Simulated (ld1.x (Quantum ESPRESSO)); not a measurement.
Values are calculated unless marked as measured or tabulated.
Hardness and transferability of assorted potentials

Generated with ld1.x 7.5 (TM, RRKJ, ultrasoft, PAW), atompaw 4.2 or ONCVPSP 4.0.1. The cutoff is in Ry: for ld1.x and atompaw files where the sum of valence levels is converged to 10 mRy in a Bessel basis, for ONCV files where the hardest occupied wave has 1 mHa per electron of residual kinetic energy. The error is the largest all-electron minus pseudo excitation energy over each file’s own four to seven test configurations (ionisations up to +4, promotions, holes and added fractions of an electron), all of which were solved. The labels leave out finer settings (local radius, basis sizes, second energies), which also bear on the numbers. Spin-polarised tests are not counted. The rows are a selection from randomly drawn settings: files with unsolved tests, undetermined cutoffs or missed reference levels are left out.

A true bound ghost makes a file unfit for plane-wave use even where its test errors are small: the radial tests pick states by their node count and pass the ghost by.

```tsv
element	potential	cutoff (Ry)	largest error (meV)	bound ghosts
Be	ultrasoft, LDA (PZ), scalar-relativistic, rc 1.65/3.30/2.40 (spd), local smoothed, core correction yes, reference 2s2 2p0	8	+42	none
Mn	ultrasoft, BP86, fully relativistic, rc 2.20/3.05/1.40 (spd), local smoothed, core correction no, reference 3d5 4s1 4p0	55	-144	s
I	TM, PBE, scalar-relativistic, rc 1.75/1.80 (sp), local s, core correction no, reference 5s2 5p5	35	-95	none
Pt	TM, PBEsol, fully relativistic, rc 2.05/1.20/2.20 (spd), local s, core correction yes, reference 5p6 5d9 6s0.5 6p0	120	-494	none
```

Problem. Fill in the row for Br: TM, PBE, scalar-relativistic, rc 1.45/1.35/1.45 (spd), local s, core correction no, reference 4s2 4p4.5.

Solution. cutoff 55 Ry, largest error -52 meV, bound ghosts: p, d.

Problem. Fill in the row for Pt: ultrasoft, revPBE, scalar-relativistic, rc 2.70/2.80/1.95 (spd), local smoothed, core correction no, reference 5d9 6s1 6p0.

Solution. cutoff 30 Ry, largest error -145 meV, bound ghosts: none.

Problem. Fill in the row for Sn: TM semilocal, BLYP, scalar-relativistic, rc 1.80/2.45 (sp), local s, core correction yes, reference 5s2 5p2.

Solution. cutoff 21 Ry, largest error -308 meV, bound ghosts: none.
